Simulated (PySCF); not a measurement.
Precursor series Zn Cl-Br. Isolated molecules, 0 K electronic values unless said otherwise.

Computed with TPSSh-D3(BJ)/def2-TZVP // r2SCAN-D4/def2-SVP run with PySCF. 

```csv
species,LUMO (eV),coordination number,charge on the central atom (Mulliken) (e),charge on the central atom (meta-Löwdin) (e)
0 of 2 Cl replaced by Br ([Zn(Cl)2]),-2.06,2,0.62,1.24
1 of 2 Cl replaced by Br ([Zn(Cl)(Br)]),-2.09,2,0.58,1.21
2 of 2 Cl replaced by Br ([Zn(Br)2]),-2.13,2,0.53,1.18
```
